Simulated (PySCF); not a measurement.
**Variants of one PySCF input: Ar**

Base input, run as `OMP_NUM_THREADS=1 python input.py` with PySCF 2.14:

```python
from pyscf import gto, scf, mp

mol = gto.M(
    atom='Ar 0 0 0',
    basis='pcseg-1',
    charge=0,
    spin=0,
    symmetry=True,
    verbose=4,
)
mf = scf.UHF(mol)
mf.kernel()
mp.MP2(mf, frozen=5).kernel()
mf.dip_moment()
print('orbital energies (hartree):', [e[max(0, n-3):n+3].round(4) for e, n in zip(mf.mo_energy, mol.nelec)])
```

Base result: E(SCF) = -526.758253 Eh, 5 cycles, E(MP2) − E(SCF) = -0.13564 Eh. No search for the lowest solution was made.

Hardware: Arm Neoverse V2, 1 thread, shared host. Wall time 0.61 s, peak memory 0.11 GiB.

Each row names what differs from the base; energies in brackets are changes from the base.

```tsv
change	result
step after the SCF: mp2 → polarizability	E(SCF) = -526.758253 Eh (+0.0000 eV), 5 cycles, α(xx, yy, zz) = 4.7, 4.7, 4.7 bohr³
electric field along z (a.u.): none → 0.005; point-group symmetry: on → off	E(SCF) = -526.758312 Eh (-0.0016 eV), 5 cycles, E(MP2) − E(SCF) = -0.13564 Eh
basis set: pcseg-1 → cc-pcvtz	E(SCF) = -526.813136 Eh (-1.4934 eV), 6 cycles, E(MP2) − E(SCF) = -0.21002 Eh
basis set: pcseg-1 → cc-pvtz	E(SCF) = -526.813134 Eh (-1.4934 eV), 5 cycles, E(MP2) − E(SCF) = -0.20591 Eh
PCM solvent, dielectric constant: none → 78.36; step after the SCF: mp2 → analyze	E(SCF) = -526.758254 Eh (+0.0000 eV), 5 cycles
basis set: pcseg-1 → cc-pcvdz	E(SCF) = -526.799867 Eh (-1.1324 eV), 5 cycles, E(MP2) − E(SCF) = -0.14457 Eh
step after the SCF: mp2 → eomip; number of roots: default → 6	E(SCF) = -526.758253 Eh (+0.0000 eV), 5 cycles, E(CCSD) − E(SCF) = -0.14645 Eh, ionisation roots 15.407, 15.407, 15.407, 15.407, 15.407, 15.407 eV
spin (2S): 0 → 2 [a high spin state]	E(SCF) = -525.955922 Eh (+21.8325 eV), 7 cycles, E(MP2) − E(SCF) = -0.11190 Eh, ⟨S²⟩ = 2.001
step after the SCF: mp2 → tdhf; number of roots: default → 5	E(SCF) = -526.758253 Eh (+0.0000 eV), 5 cycles, first excitations without spin–orbit coupling 19.37, 21.47, 21.47, 21.47, 21.47 eV
smearing width (hartree): none → 0.05; step after the SCF: mp2 → none	E(SCF) = -526.758210 Eh (+0.0012 eV), 6 cycles
spin (2S): 0 → 4 [a high spin state]	E(SCF) = -525.185260 Eh (+42.8033 eV), 7 cycles, E(MP2) − E(SCF) = -0.09524 Eh, ⟨S²⟩ = 6.001
functional: none (Hartree–Fock) → b3lyp5; SCF type: UHF → UKS; step after the SCF: mp2 → analyze	E(SCF) = -527.451336 Eh, 5 cycles
functional: none (Hartree–Fock) → hf,lyp; SCF type: UHF → UKS; step after the SCF: mp2 → analyze	E(SCF) = -527.509670 Eh, 5 cycles
step after the SCF: mp2 → eomea; frozen orbitals: 5 → 0; number of roots: default → 5 [positive roots are unbound]	E(SCF) = -526.758253 Eh (+0.0000 eV), 5 cycles, E(CCSD) − E(SCF) = -0.14965 Eh, attachment roots 16.115, 16.115, 16.115, 16.115, 16.115 eV
charge: 0 → 1; spin (2S): 0 → 1 [another spin of the ion may lie lower]	E(SCF) = -526.213412 Eh (+14.8259 eV), 8 cycles, E(MP2) − E(SCF) = -0.10700 Eh, ⟨S²⟩ = 0.750
charge: 0 → 2 [another spin of the ion may lie lower]	E(SCF) = -525.132396 Eh (+44.2418 eV), 6 cycles, E(MP2) − E(SCF) = -0.09715 Eh
spin-free X2C: off → on [basis contracted without relativity]	E(SCF) = -528.361275 Eh, 5 cycles, E(MP2) − E(SCF) = -0.13539 Eh
```
